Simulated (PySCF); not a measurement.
A structure optimised at PBE-D3(BJ)/def2-TZVP, used in a PySCF frequency run:

```
B
H 1 1.2077
H 1 1.2077 2 115.13
B 1 1.6183 2 122.43 3 -180.00
H 4 1.2077 1 122.43 2 -90.00
H 4 1.2077 5 115.13 1 -180.00
```

Question: Write its SMILES, formula and point group.

Answer: BB, B2H4, D2d

Question: What are its rotational constants (standard atomic weights)?

Answer: 120.63, 20.372, 20.372 GHz
